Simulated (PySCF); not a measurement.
H8NOPSi2.
SMILES with atom numbers: `[NH2:1][Si@@:2]([OH:3])([SiH3:4])[PH2:5]` (hydrogens: H6, H7 on N1; H8 on O3; H9, H10, H11 on Si4; H12, H13 on P5)

Structure used (PBE0-D3(BJ)/def2-SVP), in Å, numbered top down from 1:
```
atom  x, y, z in Å
N1     0.108    1.330   -1.334
Si2    0.273    0.408    0.113
O3     0.433    1.272    1.541
Si4   -1.660   -0.863    0.423
P5     2.172   -0.780   -0.232
H6    -0.730    1.866   -1.528
H7     0.914    1.708   -1.821
H8     1.208    1.840    1.611
H9    -2.879    0.005    0.493
H10   -1.568   -1.664    1.683
H11   -1.825   -1.807   -0.726
H12    1.988   -1.622    0.906
H13    1.562   -1.691   -1.147
```

Level: PBE0/def2-SVPD in PySCF, non-relativistic, on one gas-phase PBE0-D3(BJ)/def2-SVP geometry that isn't relaxed in the solvent. The solvent is an IEF-PCM continuum (Bondi radii, 1.10 Å for H, scaled by 1.2), and excitations are vertical TDDFT with non-equilibrium linear response and a frozen core. The model holds no explicit solvent molecules, cavitation or dispersion.

Gas-phase singlets (H = HOMO, L = LUMO):

```json
{"state": "S1", "E (eV)": "5.884", "λ (nm)": "211", "f": "0.035", "leading configuration": "H→L 84%"}
{"state": "S2", "E (eV)": "6.132", "λ (nm)": "202", "f": "0.024", "leading configuration": "H→L+1 61%"}
{"state": "S3", "E (eV)": "6.331", "λ (nm)": "196", "f": "0.026", "leading configuration": "H-1→L 87%"}
{"state": "S4", "E (eV)": "6.484", "λ (nm)": "191", "f": "0.336", "leading configuration": "H→L+2 57%"}
{"state": "S5", "E (eV)": "6.769", "λ (nm)": "183", "f": "0.019", "leading configuration": "H→L+4 86%"}
```

Q: Give the list for acetonitrile (ε = 35.69), n² = 1.81.

A: 
```
state  E (eV)  λ (nm)      f  leading configuration  change by rank (eV)
   S1   6.000     207  0.118                H→L 86%               +0.116
   S2   6.264     198  0.108              H→L+1 38%               +0.132
   S3   6.324     196  0.050              H-1→L 75%               -0.007
   S4   6.431     193  0.395              H→L+2 45%               -0.053
   S5   6.776     183  0.014              H→L+4 84%               +0.007
```

Q: What are the lowest 5 singlets in dimethylsulfoxide (ε = 46.83)?

A: 
| state | E (eV) | λ (nm) | f | leading configuration | change by rank (eV) |
| --- | --- | --- | --- | --- | --- |
| S1 | 5.991 | 207 | 0.147 | H→L 88% | +0.107 |
| S2 | 6.256 | 198 | 0.140 | H→L+1 44% | +0.124 |
| S3 | 6.318 | 196 | 0.058 | H-1→L 79% | -0.013 |
| S4 | 6.411 | 193 | 0.387 | H→L+2 50% | -0.073 |
| S5 | 6.769 | 183 | 0.014 | H→L+4 84% | 0.000 |

Q: How do the frontier levels move from gas to dimethylsulfoxide?

A: 
```json
{"orbital": "LUMO+2", "gas (eV)": "0.33", "solvent (eV)": "0.50", "change (eV)": "+0.17", "Löwdin shares, gas": "Si4 23 %, P5 22 %, Si2 15 %, H9 10 %", "Löwdin shares, solvent": "Si4 24 %, P5 18 %, Si2 12 %, H12 8 %"}
{"orbital": "LUMO+1", "gas (eV)": "0.22", "solvent (eV)": "0.35", "change (eV)": "+0.13", "Löwdin shares, gas": "P5 20 %, Si4 18 %, O3 14 %, Si2 13 %", "Löwdin shares, solvent": "Si4 24 %, P5 19 %, Si2 15 %, O3 12 %"}
{"orbital": "LUMO", "gas (eV)": "-0.26", "solvent (eV)": "-0.09", "change (eV)": "+0.17", "Löwdin shares, gas": "Si2 23 %, P5 18 %, Si4 13 %, O3 11 %", "Löwdin shares, solvent": "Si2 23 %, P5 20 %, Si4 18 %, O3 9 %"}
{"orbital": "HOMO", "gas (eV)": "-7.12", "solvent (eV)": "-7.07", "change (eV)": "+0.05", "Löwdin shares, gas": "P5 50 %, Si2 16 %, Si4 12 %, H12 5 %", "Löwdin shares, solvent": "P5 50 %, Si2 16 %, Si4 13 %, H12 5 %"}
{"orbital": "HOMO-1", "gas (eV)": "-7.83", "solvent (eV)": "-7.62", "change (eV)": "+0.21", "Löwdin shares, gas": "N1 64 %, O3 9 %, Si2 8 %, H7 6 %", "Löwdin shares, solvent": "N1 65 %, O3 8 %, Si2 8 %, H7 6 %"}
{"orbital": "HOMO-2", "gas (eV)": "-8.86", "solvent (eV)": "-8.75", "change (eV)": "+0.11", "Löwdin shares, gas": "P5 40 %, Si2 13 %, O3 12 %, Si4 9 %", "Löwdin shares, solvent": "P5 43 %, O3 14 %, Si2 12 %, H13 9 %"}
{"orbital": "HOMO-3", "gas (eV)": "-8.94", "solvent (eV)": "-8.86", "change (eV)": "+0.08", "Löwdin shares, gas": "O3 35 %, Si2 18 %, Si4 14 %, N1 10 %", "Löwdin shares, solvent": "O3 29 %, Si2 20 %, Si4 18 %, N1 11 %"}
```

The HOMO–LUMO gap goes from 6.86 to 6.98 eV.
